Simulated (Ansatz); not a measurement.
Wavefunction ladder for `CCOBO`

Z-matrix (Å, degrees):
```
C
C 1 1.509
H 1 1.092 2 110.8
H 1 1.093 2 110.3 3 119.9
H 1 1.092 2 110.6 3 -120.2
O 2 1.418 1 110.6 3 63.1
H 2 1.095 1 110.7 3 -58.9
H 2 1.094 1 110.5 3 -178.2
B 6 1.356 2 121.7 1 -111.7
O 9 1.356 6 119.7 2 178.9
H 9 1.199 6 121.9 2 -1.2
H 10 0.962 9 112.0 6 -0.1
```

Charge 0, multiplicity 1. All single points use the PBE0-D4/def2-TZVP geometry. It is one conformer, not always the lowest. Frozen core, restricted reference, Ansatz 0.2.0. CBS rows extrapolate triple and quadruple zeta; past MP2 they add the triple-zeta difference.

| basis | HF (Eh) | MP2 corr. |
| --- | --- | --- |
| def2-TZVPP | -254.43162 | -0.92455 |
| def2-QZVPP | -254.44407 | -0.99187 |

Q: Estimate the CCSD correlation energy and the (T) correction in each basis where they were run (hartree).

A: 
```csv
basis,CCSD corr.,(T)
def2-TZVPP,-0.96014,-0.03531
CBS(def2),-1.07733,as TZ
```
